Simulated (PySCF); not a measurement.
A side-by-side comparison of computed properties.

First species: C7H9OPS.
SMILES: `O=P1(c2cccs2)CCC1`

Second species: C₅H₁₄OSSi₂.
SMILES: `CC(C)O/C=C\[SiH2]S[SiH3]`

Levels: PBE0/pcSseg-1 for dipole moment, HOMO energy, LUMO energy and HOMO–LUMO gap; GFN2-xTB for rotational constant A and rotational constant C. Geometries: GFN2-xTB. All species are isolated and taken at one optimised geometry, non-relativistic unless stated; the electronic structure was computed with PySCF and density fitting.

Dipoles, sizes and rotational constants follow the conformer. The torsions of the flexible species, by atom-mapped SMILES:
- `[O:1]=[P:2]1([c:3]2[cH:4][cH:5][cH:6][s:7]2)[CH2:8][CH2:9][CH2:10]1`: O1–P2–C3–C4 0°
- `[CH3:1][CH:2]([CH3:3])[O:4]/[CH:5]=[CH:6]\[SiH2:7][S:8][SiH3:9]`: C1–C2–O4–C5 156°, C2–O4–C5–C6 -176°, C5–C6–Si7–S8 -85°, C6–Si7–S8–Si9 52°

Values for the first species:

| Property | Result |
| --- | --- |
| Dipole moment | 3.70 D |
| HOMO energy | -7.30 eV |
| LUMO energy | -1.19 eV |
| HOMO–LUMO gap | 6.11 eV |
| Rotational constant A | 1.903 GHz |
| Rotational constant C | 0.633 GHz |

Estimate the same properties for the second species, and the change in each.

```csv
property,first,second,second less first
dipole moment,3.70 D,4.75 D,+1.05 D
HOMO energy,-7.30 eV,-6.78 eV,+0.52 eV
LUMO energy,-1.19 eV,-0.45 eV,+0.74 eV
HOMO–LUMO gap,6.11 eV,6.33 eV,+0.22 eV
rotational constant A,1.903 GHz,1.362 GHz,-0.541 GHz
rotational constant C,0.633 GHz,0.501 GHz,-0.132 GHz
```

On the first: The dipole matches unit charges of opposite sign 0.77 Å apart (1 e·Å = 4.8032 D).

On the second: The dipole equals about 15.8 × 10⁻³⁰ C·m (1 D = 3.33564 × 10⁻³⁰ C·m).
